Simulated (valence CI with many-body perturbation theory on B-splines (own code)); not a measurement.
The numbers below are computed, except where a source is named.
## Co⁵⁺: what each term of the Hamiltonian does

Level of theory: relativistic CI+MBPT: four valence electrons over a frozen Dirac-Fock core [Ar], radial functions for each j: 9 s, 9 p, 10 d, 8 f, 5 g, 3 h, 1 i, with the one-electron correlation potential Σ1, the two-electron term Σ2, the three-electron term Σ3, Breit, model QED; selected CI, second order for the rest, scaled by the run's own slope (own B-spline code, finite nucleus).

Set against measurement, 58 paired levels are off by 1734 cm⁻¹ on average, the worst by 4406. These come from a selection out of Sugar and Corliss, J. Phys. Chem. Ref. Data 10, 1097 (1981). Levels without a partner in it may be off by more, other configurations by 1,000 to 8,000 cm⁻¹. Only levels of the ground parity were solved; by the run's estimate the other parity begins above the list, which can be wrong where configurations are misplaced.

Each rung adds one term. CI alone is the Dirac-Coulomb CI over the frozen core; QED comes last and gives the full result, which names the levels. Energies are above 3d4 5D_0 on the same rung, in cm⁻¹. A blank means that the level has no clear partner on that rung.

Letters in brackets count levels of one name in rising energy.

```tsv
Level	CI alone	Σ1	Σ2	Σ3	Breit	QED	Full
3d4 5D_1	197	+14	+20	+0.3	-30	+0.9	203
3d4 5D_2	569	+42	+58	+0.7	-88	+2.7	584
3d4 5D_3	1093	+79	+113	+0.8	-176	+5.0	1115
3d4 5D_4	1748	+123	+178	+0.3	-291	+7.7	1766
3d4 3H_4	27835	+380	-613	-196	-140	+3.5	27269
3d4 3P_0 [a]	26844	+286	+265	+9.0	+99	-2.9	27501
3d4 3H_5	28274	+415	-571	-187	-252	+5.5	27684
3d4 3H_6	28795	+427	-548	-188	-391	+7.5	28102
3d4 3P_1 [a]	27991	+371	+372	+57	-22	+2.9	28773
3d4 3F_2 [a]	30508	+428	-148	-313	-126	+5.1	30354
3d4 3F_3 [a]	30644	+431	-208	-328	-143	+5.3	30401
3d4 3F_4 [a]	30862	+445	-216	-335	-195	+5.7	30566
3d4 3P_2 [a]	29924	+502	+519	+79	-238	+11	30797
3d4 3G_3	34399	+486	-921	-417	-146	+5.8	33406
3d4 3G_4	34879	+519	-877	-423	-262	+8.0	33844
3d4 3G_5	35291	+542	-882	-420	-348	+9.4	34192
3d4 1I_6	42334	+585	-904	-551	-356	+7.6	41116
3d4 1G_4 [a]	42766	+634	+79	-1790	-256	+9.3	41443
3d4 3D_3	43604	+586	-1566	-759	-172	+6.6	41700
3d4 3D_2	43718	+592	-1523	-744	-168	+7.3	41883
3d4 3D_1	43916	+612	-1520	-758	-141	+8.0	42116
3d4 1S_0 [a]	48148	+679	+405	-3126	-146	+8.9	45969
3d4 1D_2 [a]	51887	+728	-965	+1173	-164	+8.4	52668
3d4 1F_3	61000	+810	-2131	+101	-186	+7.8	59601
3d4 3P_2 [b]				+287	-106	+6.6	70432
3d4 3F_4 [b]	70842	+934	-892	+46	-201	+8.5	70738
3d4 3F_2 [b]				+70	-142	+8.5	70854
3d4 3F_3 [b]	71009	+955	-922	+52	-177	+9.3	70926
3d4 3P_1 [b]	72147	+984	-1452	+329	-156	+11	71865
3d4 3P_0 [b]	72794	+1032	-1391	+325	-219	+14	72555
3d4 1G_4 [b]	80814	+1069	-1402	+247	-221	+9.4	80516
```

The middle columns are the shifts that each term adds.

Q: How does the ionisation energy move along the ladder, and which term matters most?

A: CI alone 96.29, + Σ1 98.06, + Σ2 101.88, + Σ3 101.88, + Breit 101.88, + QED 101.89 eV. The largest step is Σ2, 3.81 eV. NIST lists 102 ± 0.2 eV (semi-empirical).
